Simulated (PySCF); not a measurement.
# Bond lengths and vibrations by method: AlH3O2

Calculated results; nothing here was measured. They come from PySCF 2.14.0, an open-source quantum chemistry program, on an isolated molecule that a program drew, which may never have been made. The molecule is AlH3O2 (charge 0, singlet), drawn as the SMILES string `[OH][AlH][OH]`.

The geometry was optimised and harmonic frequencies were computed with HF and MP2, all in the cc-pV(D+d)Z basis, for the commonest isotopes, with a restricted reference for singlets and an unrestricted one otherwise, and a frozen core in MP2. Each result is a local minimum of its method.

Geometry at the HF minimum:
```xyz
6
AlH3O2, angstrom
O    -2.0789    0.0783   -1.3579
Al   -1.0197    0.8991   -0.3410
O    -1.5233    1.2476    1.2304
H    -2.9491   -0.2253   -1.1600
H     0.3885    1.3069   -0.8895
H    -1.0609    1.6931    1.9194
```

Lengths of the bonds as drawn, in Å (atoms numbered as above):
```
bond,HF,MP2
O1-Al2,1.682,1.707
Al2-O3,1.687,1.712
O1-H4,0.943,0.964
Al2-H5,1.565,1.568
O3-H6,0.942,0.963
```

Rotational constants, in GHz:
| constant | HF | MP2 |
|---|---|---|
| A | 30.14 | 29.57 |
| B | 6.742 | 6.569 |
| C | 5.509 | 5.375 |

Harmonic frequencies in cm^-1, each column in rising order, so a row needn't be the same motion in every method:
| rank | HF | MP2 |
|---|---|---|
| 1 | 261 | 247 |
| 2 | 362 | 338 |
| 3 | 408 | 383 |
| 4 | 553 | 529 |
| 5 | 560 | 576 |
| 6 | 621 | 641 |
| 7 | 728 | 700 |
| 8 | 827 | 794 |
| 9 | 966 | 930 |
| 10 | 2049 | ? |
| 11 | 4222 | 3933 |
| 12 | 4234 | 3944 |

**Estimate the missing MP2 frequency from the HF column.**

A single factor s that minimises the squared misfit of MP2 against s times HF over the other rows is sum(HF x MP2) / sum(HF^2) = 0.9352, with an rms misfit of 28 cm^-1. For rank 10 it gives 0.9352 x 2049 = 1916 cm^-1. The calculation gives 2018 cm^-1, 102 cm^-1 above the estimate. The drawn bonds are on average 1.5 % longer in MP2 than in HF.
